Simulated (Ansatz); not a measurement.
CH₇NSi₃, SMILES `[SiH3][SiH]1C=N[SiH2]1`, 12 atoms. Total charge 0; spin multiplicity 1. All runs use 4 threads of an Arm Neoverse V1 on a shared host. Correlated methods freeze the cores.

Problem. How many basis functions does each run have, and how long does it take in Ansatz? RHF-CCSD(T)/def2-TZVPP energy; RKS ωB97M-V/def2-SVP energy; RHF-MP2/def2-QZVPP energy; RKS B3LYP-D4/def2-TZVPP energy and forces; RKS PBE0-D4/def2-QZVPP energy; RHF-CCSD(T)/def2-SVP energy; RKS PBE0-D4/def2-SVP energy; RKS ωB97M-V/def2-TZVPP energy and forces; RKS r2SCAN0-D4/def2-TZVPP energy; direct RPA on PBE orbitals/def2-TZVPP energy; RKS ωB97M-V/def2-QZVPP energy; RKS PBE0-D4/def2-TZVP relaxation (10 steps). (Estimate.)

Solution. Computed: Other jobs shared the machine, so times are rough.

| level | job | functions | wall time | peak host memory (GiB) |
| --- | --- | --- | --- | --- |
| RKS PBE0-D4/def2-SVP | energy | 117 | 1.4 s | 0.25 |
| RHF-CCSD(T)/def2-SVP | energy | 117 | 5.5 s | 0.54 |
| RKS ωB97M-V/def2-SVP | energy | 117 | 6 s | 0.4 |
| direct RPA on PBE orbitals/def2-TZVPP | energy | 286 | 6.5 s | 0.82 |
| RKS r2SCAN0-D4/def2-TZVPP | energy | 286 | 7 s | 0.9 |
| RKS B3LYP-D4/def2-TZVPP | energy and forces | 286 | 7 s | 0.97 |
| RKS PBE0-D4/def2-QZVPP | energy | 534 | 13 s | 2.4 |
| RKS ωB97M-V/def2-TZVPP | energy and forces | 286 | 17 s | 1.2 |
| RKS ωB97M-V/def2-QZVPP | energy | 534 | 28 s | 2.9 |
| RHF-MP2/def2-QZVPP | energy | 534 | 31 s | 3.7 |
| RKS PBE0-D4/def2-TZVP | relaxation (10 steps) | 215 | 44 s | 0.64 |
| RHF-CCSD(T)/def2-TZVPP | energy | 286 | 3.1 min | 7.8 |

B3LYP here is the variant with VWN-RPA as its local correlation; programs differ in this.
